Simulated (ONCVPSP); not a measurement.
What one change does to a pseudopotential (Ca (Z = 20), ONCV)

- Element: calcium
- Generator: ONCVPSP 4.0.1
- Type: optimised norm-conserving Vanderbilt (ONCV)
- Functional: PBEsol
- Relativity: scalar-relativistic
- Frozen core: [Ne]
- Valence charge: 10
- Reference configuration: 3s2 3p6 4s2
- Partial waves: 3s+4s: rc 2.00 bohr, ncon 4, nbas 7, qcut 6.7 1/bohr, 2 projectors; 3p: rc 2.00 bohr, ncon 4, nbas 9, qcut 5.6 1/bohr, 1 projector; d scattering state at 0.03 Ha: rc 1.55 bohr, ncon 4, nbas 9, qcut 5.6 1/bohr, 1 projector
- Local potential: polynomial inside 1.15 bohr (lpopt 5, dvloc0 0 Ha)
- Core correction: none

In the d channel the program set the typed energies aside and used 0.050 Ha.

All-electron outer shells of the reference configuration (PBEsol, scalar-relativistic, ld1.x):

```
shell  level (eV)  outermost node (bohr)  outermost maximum (bohr)
   3s      -46.96                   0.45                      0.99
   3p      -27.95                   0.42                      1.04
   4s       -3.76                   1.43                      3.38
```

Change: local potential polynomial inside 1.15 bohr (lpopt 5, dvloc0 3 Ha).

Cutoffs: the cutoffs (Ha) at which the residual kinetic energy of the hardest occupied pseudo-wave falls to 1 and 0.1 mHa per electron; they do not see the model core or the augmentation charge, which bear on the density cutoff. Errors are all-electron minus pseudo energies relative to the spin-unpolarised reference configuration.

Q: What does the change do?

A: The potential gets neither clearly harder nor softer (12 Ha and 16 Ha → 12 Ha and 16 Ha); the errors of the 3 common tests hardly move; the range in which the p phases agree narrows (upper end at the end of the scan → 0.9); neither file shows a bound ghost.

| quantity | base | changed |
| --- | --- | --- |
| cutoff, loose | 12 Ha | 12 Ha |
| cutoff, tight | 16 Ha | 16 Ha |
| bound ghosts | none | none |
| GHOST(+) flags under 300 eV | none | none |
| tests with a reliable result | 3 of 4 | 3 of 4 |
| error for 3s2 3p6 4s1, meV [ΔE 6.31 eV] | -0.4 | -0.4 |
| error for 3s2 3p6 4s0, meV [ΔE 17.99 eV] | -2.0 | -2.1 |
| error for 3s2 3p6 4s1.5, meV [ΔE 2.50 eV] | -0.1 | -0.1 |
| s: phases at 2.03 bohr within 0.05 rad from the reference energy up to (Ha; the scan ends near 5) | 4.8 | to the end of the scan |
| p: phases at 2.03 bohr within 0.05 rad from the reference energy up to (Ha; the scan ends near 5) | to the end of the scan | 0.9 |
| d: phases at 1.57 bohr within 0.05 rad from the reference energy up to (Ha; the scan ends near 5) | 1.9 | 1.9 |
